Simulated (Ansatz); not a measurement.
System: CH3Br2GaO, charge 0, multiplicity 1. 
Coordinates optimised at B3LYP-D3(BJ)/def2-TZVP (Ansatz, a program for electronic structure):
```xyz
8

C     -2.9323    -0.6762    -0.7658
O     -1.5964    -1.1654    -0.7337
Ga    -0.2093    -0.2436    -0.1323
Br    -0.4986     1.8834     0.6639
Br     1.8338    -1.2374    -0.1808
H     -3.0233     0.3418    -0.3767
H     -3.5657    -1.3349    -0.1674
H     -3.2893    -0.6870    -1.7981
```
Charge 0, spin multiplicity 1.

Basis-set convergence of Hartree-Fock and MP2 correlation energies (hartree) with Ansatz. Valence correlation only, unless marked. Spin-orbit coupling is left out. The frozen core is the preceding noble-gas configuration, with the filled d and f shells of earlier blocks. Non-relativistic.

```
basis    functions        E(HF)  E(corr, MP2)
-------  ---------  -----------  ------------
cc-pVDZ        124  -7182.61302      -0.61260
cc-pVTZ        231  -7182.87882      -0.79898
cc-pVQZ        404  -7182.89716      -0.87021
```

Extrapolating the two largest sets (X = 3 and 4) as X^-3: E(corr) = (64·(-0.87021) - 27·(-0.79898))/37 = -0.9222 Eh, an estimate of the basis-set limit. The largest set recovers 94.4 % of it, the smallest 66.4 %.
